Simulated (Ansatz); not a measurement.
C2H9AlOSi can be A, `[CH3][AlH][O]C[SiH3]`, or B, `CO[CH2][AlH][SiH3]`.

Computed with Ansatz on PBE0-D4/def2-TZVP structures; ΔE is electronic, products minus reactants. CBS: MP2 limit from def2 TZ/QZ plus the TZ coupled-cluster correction, frozen cores. Functionals use def2-TZVPP. B3LYP here is the variant with VWN-RPA as its local correlation; programs differ in this. Each species was taken in one conformer, which may not be the lowest.

Which isomer does CCSD(T)/CBS put lower? Give the gap. (An estimate is asked.)

The calculation gave: A, by 53.8 kcal/mol.

Give E(B) − E(A) in kcal/mol with r2SCAN-D4, B2PLYP, CCSD/def2-TZVPP, B3LYP-D4, ωB97M-V, HF/def2-TZVPP, CCSD(T)/def2-TZVPP. (Estimate.)

The calculation gave: r2SCAN-D4 52.6, B2PLYP 54.9, CCSD/def2-TZVPP 53.4, B3LYP-D4 53.0, ωB97M-V 54.4, HF/def2-TZVPP 55.4, CCSD(T)/def2-TZVPP 52.8. None reverses the order clearly.

Largest T1 diagnostic: 0.012.

From PBE to PBE0 (25 % exact exchange), in def2-TZVPP and without D4, E(B) − E(A) moves by +1.5 kcal/mol.
